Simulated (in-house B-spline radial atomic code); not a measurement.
**Rb⁺: [Ar] 3d10 4s2 4p6**

Computed with an all-electron radial atomic-structure program (B-spline basis): Dirac-Kohn-Sham B97-1, spherical fractional occupations, exact exchange averaged over the configuration, Fermi nucleus of rms radius 4.2036 fm.

Z_r = [3n² - l(l+1)]/(2<r>); Z_e = n√(-2ε); the last column is Slater's effective charge. Values are occupation-weighted means over j. An effective charge above Z reflects the relativistic contraction of the inner shells.

```json
{"shell": "1s", "electrons": "2", "ε (eV)": "-15089", "<r> (bohr)": "0.04029", "Z_r": "37.23", "Z_e": "33.30", "Slater": "36.70"}
{"shell": "2s", "electrons": "2", "ε (eV)": "-2034.7", "<r> (bohr)": "0.1775", "Z_r": "33.81", "Z_e": "24.46", "Slater": "32.85"}
{"shell": "2p", "electrons": "6", "ε (eV)": "-1803.7", "<r> (bohr)": "0.155", "Z_r": "32.25", "Z_e": "23.03", "Slater": "32.85"}
{"shell": "3s", "electrons": "2", "ε (eV)": "-312.79", "<r> (bohr)": "0.5098", "Z_r": "26.48", "Z_e": "14.38", "Slater": "25.75"}
{"shell": "3p", "electrons": "6", "ε (eV)": "-238.2", "<r> (bohr)": "0.5181", "Z_r": "24.13", "Z_e": "12.55", "Slater": "25.75"}
{"shell": "3d", "electrons": "10", "ε (eV)": "-114.6", "<r> (bohr)": "0.5245", "Z_r": "20.02", "Z_e": "8.71", "Slater": "15.85"}
{"shell": "4s", "electrons": "2", "ε (eV)": "-40.008", "<r> (bohr)": "1.458", "Z_r": "16.46", "Z_e": "6.86", "Slater": "9.25"}
{"shell": "4p", "electrons": "6", "ε (eV)": "-23.059", "<r> (bohr)": "1.713", "Z_r": "13.43", "Z_e": "5.21", "Slater": "9.25"}
```

The least bound orbital is 4p3/2 at -22.76 eV, and it is also the most diffuse (<r> = 1.725 bohr).

Spin-orbit splittings of the orbital energies (j = l + 1/2 above j = l - 1/2 when positive): 2p 60.87 eV, 3p 9.244 eV, 3d 1.572 eV, 4p 0.9121 eV.

For the 1s electron the small component carries 1.81 % of the norm, the zero-frequency Breit interaction raises the level by 25.78 eV, self-energy by 13.75 eV, and vacuum polarisation lowers it by 1.456 eV.

The density falls to 0.001 bohr⁻³ at 3.629 bohr; Σ<r²> = 31.302 bohr² gives, by the non-relativistic formula and without the paramagnetism of open shells, a Langevin diamagnetic susceptibility of -24.79×10⁻⁶ cm³/mol.
